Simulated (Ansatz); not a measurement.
Isolated molecules relaxed with PBE0-D4/def2-TZVP in Ansatz; ΔE leaves out vibrations. CCSD(T)/CBS adds triple-zeta CCSD(T) − MP2 to the extrapolated MP2 energy (def2 sets, frozen cores). This one scheme is used for every species. Functionals use def2-TZVPP. Elements past krypton have def2 core potentials. For Te outer-core shells are correlated without core-valence functions, which leaves a few kJ/mol of doubt a bond. One conformer a species, not always the lowest.

Reaction (formal exchange of groups at the Si–Te bond): `C=N[SiH2][TeH]` + CH₄ → `C=N[SiH2]C` + H₂Te

CCSD(T)/CBS gives +76.0 kJ/mol.

Question: Another level gave +68.5 kJ/mol. Which?
A. ωB97X-V/def2-TZVPP
B. PBE0/def2-TZVPP
C. HF/def2-TZVPP
D. PBE-D4/def2-TZVPP

Answer: A. ωB97X-V 68.5, PBE0 74.5, HF/def2-TZVPP 63.4, PBE-D4 79.5 kJ/mol.

Largest T1 diagnostic among the species: 0.013.

In def2-TZVPP, CCSD(T) changes the Hartree–Fock value by +5.1 kJ/mol (the triples alone add +2.8 kJ/mol) and MP2 by +14.2 kJ/mol. The D4 term adds +5.9 kJ/mol with B3LYP and +3.2 kJ/mol with PBE0; it sums over pairs of atoms, weighted by their polarisabilities, and B3LYP, whose exchange is more repulsive, gets the larger term.

B3LYP here is the variant with VWN-RPA as its local correlation; programs differ in this.
